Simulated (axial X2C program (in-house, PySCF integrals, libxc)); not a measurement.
# WS: nuclear properties from DFT to coupled cluster

Computed with an in-house all-electron X2C program for linear molecules (integrals from PySCF): two-component X2C with atomic mean-field Coulomb and Gaunt terms, Gaussian nuclei, basis W dyall-acv3z, S dyall-av3z with contracted cores.

R = 2.119 Å (near the PBE0 minimum at charge 0 of the determinant lowest at the starting distance; the state shown can have its own minimum elsewhere); state Ω = 1 (⟨Sz⟩ = 1.96, ⟨Lz⟩ = -0.96 at PBE0).

| level | Eeff magnitude (GV/cm) | Ws magnitude W (kHz) | A∥/gI W (MHz) | A∥/gI S (MHz) | μ (D) |
| --- | --- | --- | --- | --- | --- |
| PBE0 | 28.1 | 28.1 | 3970 | -131 | -3.78 |
| HF | 18.1 | 16.8 | 3270 | -227 | -4.32 |
| B3LYP | 21.4 | 21.7 | 584 | -42 | -2.71 |

Eeff is the effective electric field on the electron electric dipole moment in this Ω state and Ws the scalar–pseudoscalar constant of the nucleus named (defined with the proton number Z and per Ω); A∥ (defined per Ω) follows by multiplying with gI = μI/(I μN); μ is positive if the S end (last atom) is positive. The operators were transformed with the bare-nucleus X2C matrices; with these basis sets, hyperfine constants and field gradients can be off by tens of per cent, and where levels differ in sign neither size nor sign is settled.

Finite-field MP2, CCSD and CCSD(T), with 20 electrons correlated in 130 natural virtual spinors (MP2 remainder added):

```
  level  Eeff magnitude (GV/cm)  Ws magnitude W (kHz)  A∥/gI W (MHz)  A∥/gI S (MHz)  μ (D)
    MP2                    13.9                  13.5           3510             36  -5.48
   CCSD                      20                  19.3           3540           -126  -4.05
CCSD(T)                    19.6                    19           3510          -97.5  -3.90
```

T1 = 0.038 (Lee–Taylor), a sign of multireference character. One unrestricted determinant, the lowest of a limited PBE0 search, is the reference; the functionals treat spin collinearly. With several open shells it need not be a pure state. Eeff spreads by more than a factor of two over the levels. Correlation of the inner shells is missing, which matters for properties at the nucleus. Number of frozen shells: W 4 s, 3 p, 2 d, 1 f; S 2 s, 1 p.

Problem. By how much does correlation change each value, CCSD(T) against HF?

Solution. Eeff magnitude 8 %; Ws magnitude W 13 %; A∥/gI W 7 %; A∥/gI S -57 %; μ -10 %.
